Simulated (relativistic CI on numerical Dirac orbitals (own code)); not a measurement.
What each ingredient does to the levels of W71+

Base calculation: Dirac-Coulomb-Breit CI, separate exchange-only KLI orbitals for each configuration, a model potential for QED, unscaled Slater integrals.

Configurations in the expansion (outside the closed core 1s2): 2s, 2p, 3s, 3p, 3d, 4s, 4p, 4d, 4f, 5s, 5p, 5d, 5f, 5g, 6s, 6p, 6d. Levels of other configurations are missing.

Variants: (1) valence Slater integrals scaled by 0.9; (2) Breit term removed; (3) QED terms removed. Shifts of the energy above 2s ²S1/2, in eV, for the lowest level and the first level of each name with at least 55 % of one term (blank where a level changes its place among those of its configuration and J or its character, or is not in the variant):

```
    Level     Base  Δ(1)   Δ(2)   Δ(3)
 2s ²S1/2      0.0   0.0    0.0    0.0
2p ²P°1/2    194.2   0.0  -16.8  +19.0
2p ²P°3/2   1698.0   0.0   +3.2  +17.6
 3s ²S1/2  11147.7   0.0  +11.5  +14.9
3p ²P°1/2  11200.1   0.0   +7.2  +20.6
3p ²P°3/2  11648.5   0.0  +12.3  +20.1
 3d ²D3/2  11660.7   0.0  +15.6  +21.1
 3d ²D5/2  11787.1   0.0  +15.8  +20.9
 4s ²S1/2  14963.9   0.0  +14.1  +18.5
4p ²P°1/2  14985.0   0.0  +12.4  +20.9
4p ²P°3/2  15172.9   0.0  +14.4  +20.7
 4d ²D3/2  15178.1   0.0  +15.8  +21.1
 4d ²D5/2  15231.8   0.0  +15.9  +21.0
4f ²F°5/2  15231.9   0.0  +15.9  +21.1
4f ²F°7/2  15257.9   0.0  +15.9  +21.1
 5s ²S1/2  16698.7   0.0  +15.0  +19.8
5p ²P°1/2  16709.2   0.0  +14.2  +21.0
5p ²P°3/2  16804.7   0.0  +15.2  +20.9
 5d ²D3/2  16807.4   0.0  +15.8  +21.1
 5d ²D5/2  16834.9   0.0  +15.9  +21.0
5f ²F°5/2  16835.0   0.0  +15.9  +21.1
 5g ²G7/2  16848.3   0.0  +15.9  +21.1
```

At this charge energies of transitions that change n are usually good to better than 1 %, and those within a shell (Δn = 0) to a few per cent.

Ionisation energy from the two ground configurations alone: base 19685.3 eV; Breit term removed 19701.2 eV; QED terms removed 19706.4 eV. The NIST ASD value (theoretical) is 19686.7 eV.
